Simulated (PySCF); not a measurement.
Löwdin shares of the frontier orbitals

Compound: C₄H₁₂AlF₂NO.
Cartesian coordinates in Å at the PBE0-D3(BJ)/def2-SVP level; atoms count from 1:
```
atom  x, y, z in Å
C1    -1.008    1.305   -0.546
N2    -0.664   -0.047   -0.077
C3    -0.863   -1.043   -1.145
Al4   -1.948   -0.532    1.508
C5     0.687   -0.099    0.446
O6     1.590    0.251   -0.576
C7     2.886    0.373   -0.194
F8     3.560    0.857   -1.232
F9     3.399   -0.834    0.119
H10   -0.884    2.017    0.281
H11   -0.367    1.603   -1.389
H12   -2.061    1.313   -0.857
H13   -0.638   -2.043   -0.751
H14   -1.915   -1.019   -1.458
H15   -0.211   -0.830   -2.005
H16   -1.428   -2.021    1.816
H17   -3.354   -0.364    0.754
H18   -1.510    0.619    2.544
H19    0.763    0.606    1.294
H20    0.884   -1.121    0.810
H21    3.016    1.035    0.684
```

Method: TDDFT PBE0/def2-SVPD, vertical, gas phase, core orbitals frozen in the response (PySCF).

Kohn–Sham orbitals with the atoms that hold most of them (Löwdin shares over 4%, at most four atoms; ? is withheld):

```json
{"orbital": "LUMO+2", "ε (eV)": "0.83", "atoms": "H21 18%, C7 11%, Al4 11%, O6 8%"}
{"orbital": "LUMO+1", "ε (eV)": "0.51", "atoms": "Al4 47%, H16 7%, H18 7%, H17 6%"}
{"orbital": "LUMO", "ε (eV)": "0.09", "atoms": "Al4 20%, C1 8%, C5 7%, C3 7%"}
{"orbital": "HOMO", "ε (eV)": "?", "atoms": "?"}
{"orbital": "HOMO-1", "ε (eV)": "-7.68", "atoms": "?"}
{"orbital": "HOMO-2", "ε (eV)": "-9.00", "atoms": "N2 36%, Al4 18%, H17 7%, H18 5%"}
{"orbital": "HOMO-3", "ε (eV)": "-9.65", "atoms": "O6 55%, C5 13%, H20 7%, H19 6%"}
```

Q: Give the leading atoms of the HOMO-1.

A: Al4 (bonded to N and 3 H) 36%; H17 (bonded to Al) 35%; H18 (bonded to Al) 14%; H16 (bonded to Al) 8%. By element: hydrogen 56% or more, aluminium 36%.

Q: Which atoms hold the HOMO, and with what shares?

A: Al4 (bonded to N and 3 H) 36%; H16 (bonded to Al) 30%; H18 (bonded to Al) 24%. By element: hydrogen 55% or more, aluminium 36%.

Q: What is the HOMO energy, and the HOMO–LUMO gap?

A: ε(HOMO) = -7.62 eV; the gap is 7.71 eV (0.2834 hartree).

Q: The HOMO–LUMO gap is 7.71 eV. Where does the response calculation put the lowest singlet, and from which orbitals?

A: S1 is at 6.58 eV (f = 0.019), 1.13 eV below the gap, made of HOMO→LUMO (73%), HOMO→LUMO+1 (24%). Without the coupling terms of the response equations the lowest excitation would equal the gap.

Q: One configuration dominates each of S1, S2, S3 and S4. Which, and how do the shares of the two leading atoms of either orbital change from the occupied to the empty one?

A: 
- S1 (6.58 eV, f 0.019), HOMO→LUMO (73%): Al4 36% → 20%, H16 30% → at most 7%, C1 at most 4% → 8%
- S2 (6.64 eV, f 0.018), HOMO-1→LUMO (75%): Al4 36% → 20%, H17 35% → at most 7%, C1 at most 8% → 8%
- S3 (7.04 eV, f 0.036), HOMO→LUMO+1 (71%): Al4 36% → 47%, H16 30% → 7%
- S4 (7.13 eV, f 0.028), HOMO-1→LUMO+1 (71%): Al4 36% → 47%, H17 35% → 6%, H16 8% → 7%

Löwdin shares depend on the basis, the more so with diffuse functions.

Time: 5.0 min wall (grids of density and orbitals included); peak memory 1.2 GiB. Hardware: one thread, Arm Neoverse V1 (aarch64), shared host with 64 logical CPUs at a one-minute load of 21.

One conformer stands for the species.

Without π bonds the low states are Rydberg-like; a valence basis with one diffuse set may place them up to an eV too high.
